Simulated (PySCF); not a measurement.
# Partial charges of `FCC[SiH2]O[C@]12C[C@H]1C2`

C6H11FOSi.
Numbering: `[F:1][CH2:2][CH2:3][SiH2:4][O:5][C@:6]12[CH2:7][C@H:8]1[CH2:9]2` (hydrogens: H10, H11 on C2; H12, H13 on C3; H14, H15 on Si4; H16, H17 on C7; H18 on C8; H19, H20 on C9)

Cartesian coordinates in Å at the GFN2-xTB level; atoms count from 1:
```
atom  x, y, z in Å
F1     3.6504    0.7132    1.1933
C2     3.5931   -0.0872    0.0741
C3     2.2629   -0.8044   -0.0017
Si4    0.8217    0.4285    0.0170
O5    -0.4430   -0.5595   -0.2562
C6    -1.7581   -0.2654   -0.2908
C7    -2.5102    0.8779   -0.8873
C8    -2.6874    0.5283    0.5631
C9    -2.9149   -0.9445    0.3619
H10    3.7398    0.5772   -0.7827
H11    4.4386   -0.7802    0.1518
H12    2.2558   -1.4063   -0.9092
H13    2.1851   -1.4923    0.8405
H14    0.6957    1.1267    1.2961
H15    0.9573    1.4119   -1.0650
H16   -1.9420    1.7701   -1.1196
H17   -3.3193    0.6772   -1.5820
H18   -2.5838    1.1142    1.4488
H19   -3.7499   -1.2725   -0.2489
H20   -2.6969   -1.6022    1.1937
```

Density: PBE0/pcSseg-1 (PySCF); schemes: Mulliken, IAO, Hirshfeld and ESP-fitted. One conformer (not necessarily the lowest) at the GFN2-xTB geometry, without solvent, vibrations or thermal averaging.

**Question.** Atoms with like bonding are taken together and averaged. At which atom do the 4 schemes differ most?

**Answer.** At Si4: from +0.400 (Hirshfeld) to +1.009 e (IAO), 0.609 e apart.

**Question.** Do the Mulliken, IAO, Hirshfeld and ESP-fitted schemes agree on where the charge is highest?

**Answer.** All schemes agree: Mulliken Si4 (+0.830); IAO Si4 (+1.009); Hirshfeld Si4 (+0.400); ESP-fitted Si4 (+0.753).

**Question.** Tabulate the Mulliken, IAO, Hirshfeld and ESP-fitted charges.

**Answer.** In e; atoms taken as equivalent share a row and are averaged (×n: the atom named and its like, n in all):

```
   atom                    environment  Mulliken     IAO  Hirshfeld  ESP-fitted
     F1                 alkyl fluorine    -0.345  -0.334     -0.120      -0.270
     C2                 sp3 C–F carbon    +0.135  +0.050     +0.024      +0.176
     C3    sp3 carbon bound to silicon    -0.573  -0.569     -0.168      -0.307
    Si4           oxygen-bound silicon    +0.830  +1.009     +0.400      +0.753
     O5             silyl ether oxygen    -0.594  -0.591     -0.205      -0.534
     C6     sp3 carbon bound to oxygen    +0.116  +0.203     +0.069      +0.459
  C7/C9     three-membered-ring carbon    -0.130  -0.285     -0.085      -0.508
     C8  sp3 carbon at a ring junction    -0.210  -0.198     -0.071      -0.042
H10/H11             methylene hydrogen    +0.111  +0.137     +0.043      +0.041
H12/H13             methylene hydrogen    +0.151  +0.161     +0.050      +0.096
H14/H15                  Si–H hydrogen    -0.107  -0.152     -0.083      -0.154
H16/H20             methylene hydrogen    +0.127  +0.143     +0.047      +0.190
H17/H19             methylene hydrogen    +0.118  +0.130     +0.036      +0.160
    H18               methine hydrogen    +0.102  +0.163     +0.057      +0.114
```

Mean size of the charges over all atoms: IAO 0.257 e, ESP-fitted 0.248 e, Mulliken 0.220 e, Hirshfeld 0.090 e. Each set sums to the total charge, 0, to within 0.001 e. The Mulliken scheme gives each basis function's population to the atom it is centred on and halves the overlap population of two atoms between them.

Some averages cover members that differ in this geometry: C7/C9, Mulliken -0.145 to -0.116; H14/H15, Mulliken -0.121 to -0.093; C7/C9, ESP-fitted -0.520 to -0.495 e.

**Question.** How closely do the schemes follow one another over all atoms?

**Answer.** Correlation coefficient and root-mean-square difference: IAO with Hirshfeld 0.99, 0.217 e; Mulliken with IAO 0.98, 0.073 e; Mulliken with Hirshfeld 0.97, 0.180 e; IAO with ESP-fitted 0.91, 0.138 e; Hirshfeld with ESP-fitted 0.90, 0.212 e; Mulliken with ESP-fitted 0.85, 0.166 e.

**Question.** Sum the charges by element, for elements with more than one atom.

**Answer.** 
| element | atoms | Mulliken | IAO | Hirshfeld | ESP-fitted |
| --- | --- | --- | --- | --- | --- |
| C | 6 | -0.793 | -1.085 | -0.316 | -0.730 |
| H | 11 | +0.902 | +1.000 | +0.242 | +0.782 |

**Question.** How many electrons does the IAO scheme count on O5?

**Answer.** Z − q = 8 − (-0.591) = 8.591.
